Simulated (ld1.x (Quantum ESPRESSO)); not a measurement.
## Ranking TM potentials for chlorine

All share these settings but for the change named:

```
Element                 : chlorine
Generator               : ld1.x (Quantum ESPRESSO) 7.5
Type                    : norm-conserving Troullier–Martins (Kleinman–Bylander form)
Functional              : BP86
Relativity              : non-relativistic
Frozen core             : [Ne]
Valence charge          : 7
Reference configuration : 3s2 3p4.75 (charge +0.25)
Partial waves           : 3s (bound): rc 1.30 bohr; 3p (bound): rc 0.95 bohr
Local potential         : all-electron potential smoothed inside 1.00 bohr (lloc = -1)
Core correction         : a·sin(br)/r model core, default radius (core density twice the valence density)
```

Test errors are all-electron minus pseudo excitation energies from the reference, over 3s2 3p5; 3s2 3p4; 3s2 3p3; 3s2 3p5.3; 3s2 3p1; 3s1 3p5; 3s1 3p6. None of these files shows a bound ghost.

The base gives 252.3 meV.

Of 10 variants that were run, those that failed, showed a ghost or another fault, or gave nearly equal values are left out.

A variant can come out equal or close to the base, since the largest error may sit in a test that the change hardly touches while other tests move.

(1) Rank these variants by their largest absolute test error, smallest first.
A. local potential all-electron potential smoothed inside 0.92 bohr (lloc = -1)
B. local potential all-electron potential smoothed inside 1.04 bohr (lloc = -1)
C. local potential all-electron potential smoothed inside 1.26 bohr (lloc = -1)
D. local potential all-electron potential smoothed inside 1.52 bohr (lloc = -1)

## Answers

(1) D (183.6 meV), C (209.6 meV), B (237.3 meV), A (327.6 meV).
